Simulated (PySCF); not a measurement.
Delta-SCF ions had no search for a lower state. Excitations are Tamm–Dancoff values on a coarser integration grid. The basis has no diffuse functions, so Rydberg states are missing or too high.

**C$_{2}$H$_{3}$N, SMILES `C#CN` (charge 0, multiplicity 1)**

All values below come from ωB97X-D3(BJ)/def2-TZVP // B3LYP-D3(BJ)/def2-TZVP (PySCF).

```
Item                                                          Result
--------------------------------------  ----------------------------
HOMO                                                        -8.94 eV
dipole moment                                                 1.83 D
LUMO                                                         2.68 eV
HOMO–LUMO gap                                               11.62 eV
S1 excitation (TDA)                                          5.81 eV
S1 oscillator strength                                         0.000
T1 excitation (TDA)                                          5.46 eV
S1–T1 gap (TDA)                                              0.35 eV
vertical ionisation energy (Delta-SCF)                       9.14 eV
total energy                                            -132.7880 Ha
cost                                    very roughly 60 core-seconds
```

Bond lengths (Å): C1–C2 1.202, C1–H4 1.061, C2–N3 1.348, N3–H5 1.010, N3–H6 1.010. Bond angles (°): C2–C1–H4 179.6, C1–C2–N3 177.1, C2–N3–H5 115.3, C2–N3–H6 115.3, H5–N3–H6 112.3.
Charge 0, spin multiplicity 1.
